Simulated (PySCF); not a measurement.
C2H6F2OSi, SMILES C([Si@@H](F)CO)F.

Coordinates come from a TPSSh-D3(BJ)/def2-SVP optimisation. The structure was generated by enumeration; whether it is a known compound was not checked. Other conformers were not sampled.

Two levels are set side by side: PBE/def2-TZVP (PySCF) and CAM-B3LYP/def2-TZVP (PySCF). Same geometry, gas phase. Differences are taken from unrounded values.

```csv
quantity,PBE
orbital gap (eV),5.16
highest occupied level (eV),-6.12
lowest empty level (eV),-0.96
dipole moment (D),1.28
mean polarisability (bohr³),55.8
```

Q: These are the PBE values. What does CAM-B3LYP give? (The exact figures need the calculation; the answer reports its results.)

A: 
```
quantity                     CAM-B3LYP  PBE minus CAM-B3LYP
---------------------------  ---------  -------------------
orbital gap (eV)                 10.17                -5.01
highest occupied level (eV)      -9.14                 3.03
lowest empty level (eV)           1.02                -1.98
dipole moment (D)                 1.39                -0.11
mean polarisability (bohr³)       52.6                  3.2
```

PBE's occupied levels lie high since its potential decays too fast outside the molecule; exact exchange lowers them and widens the gap. Loosely held outer electrons make PBE densities more polarisable. Differences between two approximate levels are no errors against the true value.

Rough cost on one machine, each run with all the roots and properties that it gave: CAM-B3LYP against PBE within a factor of 2.
